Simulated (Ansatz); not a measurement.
`B[SiH2]CB[SiH3]`, relaxed with RKS PBE0-D4/def2-TZVP in the Gaussian-basis code of Ansatz from a PBE-D4/def2-SVP geometry. The force threshold is 0.005 eV/Å; the program also tests the step.

Total charge 0; spin multiplicity 1.

Start:

```xyz
15

B     0.114   -1.287   -1.023
Si   -0.141   -0.901    0.950
C    -1.278    0.713    1.037
B    -0.046    1.519    0.662
Si    0.938    0.831   -0.982
H    -1.026   -1.523   -1.406
H     0.960   -2.129   -1.263
H     1.137   -0.666    1.729
H    -0.882   -1.995    1.681
H    -1.976    0.401    0.232
H    -1.800    0.905    1.992
H     0.488    2.328    1.398
H     0.793    1.694   -2.218
H     2.398    0.520   -0.827
H     0.322   -0.411   -1.962
```

Problem. By how much does the energy fall, and how many steps does the optimiser take? (Best estimate.)

Solution. Computed: 5.24 kJ/mol, in 10 steps.

Problem. Which bonds change most? (Estimate.)

Solution. The calculation gave: Si5–H15 from 1.698 to 1.664 Å; Si2–C3 from 1.976 to 1.943 Å; Si2–H9 from 1.510 to 1.489 Å.

Problem. Give the relaxed structure. (Best estimate.)

Solution. Ansatz gave: 
```xyz
15

B     0.094   -1.268   -1.023
Si   -0.143   -0.895    0.947
C    -1.255    0.695    1.051
B    -0.061    1.525    0.648
Si    0.927    0.817   -0.978
H    -1.032   -1.454   -1.411
H     0.889   -2.142   -1.230
H     1.129   -0.666    1.699
H    -0.850   -2.013    1.631
H    -1.953    0.394    0.264
H    -1.762    0.889    1.994
H     0.445    2.357    1.343
H     0.788    1.666   -2.199
H     2.369    0.531   -0.789
H     0.416   -0.437   -1.945
```
